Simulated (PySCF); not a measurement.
Computed shifts of a molecule CH₄N₂O₂Si, PBE/pcSseg-1 run with PySCF, GIAO, gas phase, atoms alike by connectivity averaged where their shifts nearly agree, in ppm (number of nuclei): ¹⁵N: 186.1 (1), 41.9 (1). ¹³C: 114.3 (1). ²⁹Si: -40.2 (1). ¹H: 5.15 (1), 3.51 (1), 1.76 (2). References: ¹⁵N against NH3 (σ = 267.0 ppm); ¹³C against TMS (σ = 182.0 ppm); ¹⁷O against H2O (σ = 334.3 ppm); ²⁹Si against TMS (σ = 335.4 ppm); ¹H against TMS (σ = 31.49 ppm), references at their B3LYP-D3(BJ)/def2-TZVP geometries, non-relativistic. Geometry optimised at TPSSh-D3(BJ)/def2-SVP. Other conformers were not sampled.

Task: Which molecule gave these data?
(A) N[Si@@]1(O)N=CO1
(B) N#CO[Si@@H](N)O
(C) N[Si@H](O)N=C=O

Result: B, N#CO[Si@@H](N)O
